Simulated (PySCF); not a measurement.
## Spinor energies of Pr⁴⁴⁺ (praseodymium, charge +44)

Start: [Ne] 3s2 3p3; 3p1/2 filled at m_j = -1/2, +1/2; 3p3/2 filled at m_j = +3/2. Calculated with PySCF 2.14 in an uncontracted even-tempered set (18 s from 10 bohr⁻², ratio 2.4; 14 p from 13 bohr⁻², ratio 2.4; 4 d from 48 bohr⁻², ratio 2.6; 4 f from 71 bohr⁻², ratio 2.6): generalised Hartree-Fock with the X2C-1e Hamiltonian and a Gaussian nucleus; one run each with spin-orbit coupling (SO) switched off, then screened by Boettger's factors.

```csv
spinor shell,electrons,"ε, spin-free (eV)","ε, screened SO (eV)",weight of nominal j (screened SO),"rms radius, screened SO (bohr)"
1s1/2,2,-45042.3,-45031.5,1.000,0.0275
2s1/2,2,-9610.7,-9605.9,1.000,0.110
2p1/2,2,-8897.4,-9246.3,1.000,0.0940
2p3/2,4,-8897.4,-8739.4,1.000,0.0997
3s1/2,2,-3764.5,-3762.6,1.000,0.265
3p1/2,2,-3565.0,-3635.5,0.998,0.253
3p3/2,1,-3565.0,-3515.5,1.000,0.262
```

```tsv
quantity	spin-free	screened SO
E (hartree)	-7438.75270	-7446.45994
M_J	3/2	3/2
⟨J²⟩	3.750	3.750
⟨L²⟩	0.000	2.422
⟨S²⟩	3.750	1.562
```

Each row is a mean over spinors that exchange with the open shell spreads, by up to 24.955 eV (3s1/2).

Breit and QED terms are absent; they matter most for the inner s and p1/2 levels.

Densities and radii are taken from the X2C orbitals without a picture-change correction, which distorts them close to the nucleus.

Without spin-orbit coupling the j labels of p, d and f shells carry no meaning; the spin-free column gives the mean over the occupied spinors of each nl shell.
